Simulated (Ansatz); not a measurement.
`CBI` + `C=C(N)O` → `C=C(O)NC` + `BI`  (substitution at a C–B bond)

Isolated molecules relaxed with PBE0-D4/def2-TZVP in Ansatz; ΔE leaves out vibrations. CCSD(T)/CBS adds triple-zeta CCSD(T) − MP2 to the extrapolated MP2 energy (def2 sets, frozen cores). Functionals use def2-TZVPP. Elements past krypton have def2 core potentials. For I outer-core shells are correlated without core-valence functions, which leaves a few kJ/mol of doubt a bond. Each species was taken in one conformer, which may not be the lowest.

CCSD(T)/CBS gives +79.2 kJ/mol.

(1) Another level gave +76.6 kJ/mol. Which?
A. CCSD(T)/def2-TZVPP
B. RPA@PBE/def2-TZVPP
C. ωB97M-V/def2-TZVPP
D. B97M-V/def2-TZVPP

Largest T1 diagnostic among the species: 0.012.

## Answers

(1) A. CCSD(T)/def2-TZVPP 76.6, ωB97M-V 80.8, RPA@PBE/def2-TZVPP 68.5, B97M-V 87.2 kJ/mol.

At CCSD(T), def2-SVP lies −10.4 kJ/mol from the extrapolated value and def2-TZVPP −2.7 kJ/mol. Leaving LDA and LC-ωPBE aside and taking each functional with its dispersion term where it has one, the values, not all of them listed here, spread over 10.5 kJ/mol, from BLYP-D4 to B97M-V.
